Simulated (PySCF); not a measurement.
**Trend along the alkali metals: MC molecules**

CCSD(T) with double-zeta basis sets in PySCF, for the lowest determinant that a PBE0 search found; no spin–orbit coupling. De refers to high-spin ground-configuration atoms.

| M | basis | reference, frozen orbitals | state (unpaired electrons) | Re (Å) | ωe (cm⁻¹) | De (eV) |
| --- | --- | --- | --- | --- | --- | --- |
| Li | jorge-DZP-DKH | UHF, 1 | quartet (σ ↑, π ↑↑) | 1.939 | 654 | 2.27 |
| Na | cc-pVDZ | UHF, 2 | quartet (σ ↑, π ↑↑) | 2.258 | 429 | 1.69 |
| K | def2-SVP | UHF, 6 | quartet (σ ↑, π ↑↑) | 2.582 | 368 | 1.70 |
| Rb | def2-SVPD | UHF, 1 | quartet (σ ↑, π ↑↑) | 2.730 | 331 | 1.82 |
| Cs | def2-SVPD | UHF, 1 | quartet (σ ↑, π ↑↑) | 2.874 | 310 | 1.93 |

The shortest bond is that of LiC (1.939 Å), the longest that of CsC (2.874 Å).

The rows differ in basis set, which adds steps of its own.

Down a group the atoms grow and get heavier, so bonds lengthen and wavenumbers fall; this series shows no clear exception.

Correlated steps freeze the inner cores (1 to 6 orbitals); shallow outer-core shells are correlated. Correlated levels converge slowly with the basis: in double zeta they bind strong bonds too weakly, by up to about 1 eV, and carry superposition errors of some tenths. These are scalar-relativistic numbers at best; spin–orbit coupling would shift them, the dissociation energy most. States were picked by a PBE0 search and need not be the measured ground states.
